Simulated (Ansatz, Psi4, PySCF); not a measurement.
System: 2,2,2-trifluoroacetaldehyde, C₂HF₃O, charge 0, multiplicity 1. SMILES: O=CC(F)(F)F
Geometry: optimised at B3LYP-D3(BJ)/def2-TZVP (Ansatz, a program for electronic structure).

Wanted: vertical triplet-singlet gap, E(triplet) - E(singlet), in eV. Terms: valence correlation only; UHF or UKS for open shells; spin-orbit terms left out; non-relativistic; dispersion terms only where a functional's name holds one; six Cartesian d functions in 6-31G* and its kin unless marked 5d; 6-311+G** with 5d; each state is the SCF solution reached for its charge and spin. Ab initio and DFT rows: single points at B3LYP-D3(BJ) geometries (Ansatz). Levels can end on unlike triplets.

```csv
level,program,"vertical triplet-singlet gap, E(triplet) - E(singlet) (eV)"
HF/6-31G*,Ansatz,2.82
HF/6-311+G**,Ansatz,2.76
PBE/6-31G*,Ansatz,3.46
PBE/6-311+G**,Ansatz,3.41
B3LYP/STO-3G,Ansatz,3.07
B3LYP/3-21G,Ansatz,3.37
B3LYP/6-31G*,Ansatz,3.53
B3LYP/6-311+G**,Ansatz,3.49
M06-2X/6-31G* (5d),PySCF,3.73
wB97X-D/6-31G*,Psi4,3.60
MP2/6-31G*,Ansatz,4.29
MP2/6-311+G**,Ansatz,4.23
PBE/def2-TZVPD,Ansatz,3.38
```

No value to compare with is used here. The 12 habitual levels span 2.76 (HF/6-311+G**) to 4.29 eV (MP2/6-31G*); PBE/def2-TZVPD gives 3.38.

The levels are drawn from those run, B3LYP/6-31G* more often than the rest, none by its result; left out are runs that failed, that the program found above a lower state of the same kind, or whose <S^2> lies over 0.5 above the pure value.
